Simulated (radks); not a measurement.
Problem. Kr, configuration [Ar] 3d10 4p6 4d2 (not the ground configuration). Method: scalar-relativistic Kohn-Sham, LDA (Slater exchange, VWN5 correlation), spin-polarised, spherical densities, finite nucleus; open shells are filled with parallel spins first; Fermi nuclear charge, rms radius 4.1884 fm; computed with a radial shooting solver on a logarithmic mesh with Libxc functionals. Some entries of the table are withheld. Estimate them.

| orbital | occ. | eigenvalue (hartree) | r(max) (bohr) | <1/r> (bohr^-1) |
|---|---|---|---|---|
| 1s down | 1 | -519.9823 | 0.02712 | 36.72 |
| 1s up | 1 | -519.9822 | 0.02712 | 36.72 |
| 2s up | 1 | -68.91912 | 0.1545 | 8.152 |
| 2s down | 1 | -68.91773 | 0.1545 | 8.152 |
| 2p up | 3 | -61.05271 | 0.1234 | 7.980 |
| 2p down | 3 | -61.05171 | 0.1234 | 7.980 |
| 3s up | 1 | -10.16014 | 0.4675 | 2.698 |
| 3s down | 1 | -10.15910 | 0.4675 | 2.698 |
| 3p up | 3 | -7.65458 | 0.4633 | 2.548 |
| 3p down | 3 | -7.65348 | 0.4633 | 2.548 |
| 3d up | 5 | -3.49116 | 0.4098 | 2.277 |
| 3d down | 5 | -3.48959 | 0.4098 | 2.277 |
| 4s up | 0 | -1.21958 | (1) | 0.8932 |
| 4s down | 0 | -1.20635 | (2) | 0.8974 |
| 4p up | 3 | -0.66678 | 1.477 | 0.7525 |
| 4p down | 3 | -0.64904 | 1.471 | 0.7589 |
| 5p up | 0 | -0.04909 | 5.447 | 0.1938 |
| 4d up | 2 | -0.04318 | 2.677 | (3) |
| 5p down | 0 | -0.03103 | 6.014 | 0.1698 |
| 4d down | 0 | -0.01742 | 2.634 | (4) |

Solution. 
(1) 4s up r(max) (bohr): 1.306
(2) 4s down r(max) (bohr): 1.303
(3) 4d up <1/r> (bohr^-1): 0.3297
(4) 4d down <1/r> (bohr^-1): 0.2934
